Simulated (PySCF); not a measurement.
**Vibration and rotation of MoO⁻**

ROHF-CCSD(T) constants of MoO⁻, ⁶Σ⁺ (sextet), unpaired electrons σ ↑, π ↑↑, δ ↑↑ (Mo def2-TZVPPD with ECP28, O def2-TZVPPD; scalar-relativistic core potentials (PySCF 2.14); masses 97.9054 and 15.9949 u):

| Item | Value |
| --- | --- |
| ωe | 817.5 cm⁻¹ |
| ωexe | 3.46 cm⁻¹ |
| Be | 0.39921 cm⁻¹ |
| αe | 0.00229 cm⁻¹ |

Task: What force constant and bond length do these constants imply?

Result: Reduced mass μred = 13.749 u; k = 5.8918×10⁻⁷·μred·ωe² (u, cm⁻¹, mdyn/Å) = 5.41 mdyn/Å; Re = √(16.8576/(μred·Be)) (u, cm⁻¹, Å) = 1.753 Å.

Task: Estimate the centrifugal constant D from the Kratzer relation and find the Dunham coefficient a1.

Result: D = 4Be³/ωe² = 3.81e-07 cm⁻¹; a1 = −1 − αeωe/(6Be²) = -2.96.

Correlated steps freeze 1 core orbital. Spin–orbit coupling is left out, which matters for elements this heavy, above all for dissociation energies. The CCSD T1 diagnostic is raised, a sign that a single reference may not be enough here. The state is the lowest single determinant that the PBE0 search found; with open d or f shells the true ground state can be another one.
